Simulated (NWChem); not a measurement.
System: SiBr₄; SMILES Br[Si](Br)(Br)Br

The following NWChem deck was run.

```
start job
memory heap 200 mb stack 900 mb global 1100 mb
geometry units angstroms
  Br    -1.812068    -1.251787     0.070247
  Si    -0.000015     0.000003     0.000012
  Br     1.782866    -1.292432    -0.080487
  Br     0.089869     1.263990     1.802707
  Br    -0.060693     1.280218    -1.792441
end
basis spherical
  * library sto-3g
end
dft
  xc hfexch
  iterations 150
end
driver
  maxiter 120
end
task dft optimize
task dft freq
```

This build's default masses of Se (78.918 u) and Br (79.917 u) are each other's, which moves their modes by up to 0.6 %.

The level has its own optimisation; frequencies are unscaled.

Problem. Predict the main results of this run. (Hartree-Fock/STO-3G.) Quantities: r Br–Si (Å); highest harmonic frequency (cm⁻¹); lowest (cm⁻¹); zero-point energy (kcal/mol).

Solution. 
```yaml
r Br–Si (Å): 2.209
highest harmonic frequency (cm⁻¹): 607
lowest (cm⁻¹): 100
zero-point energy (kcal/mol): 4.0
```
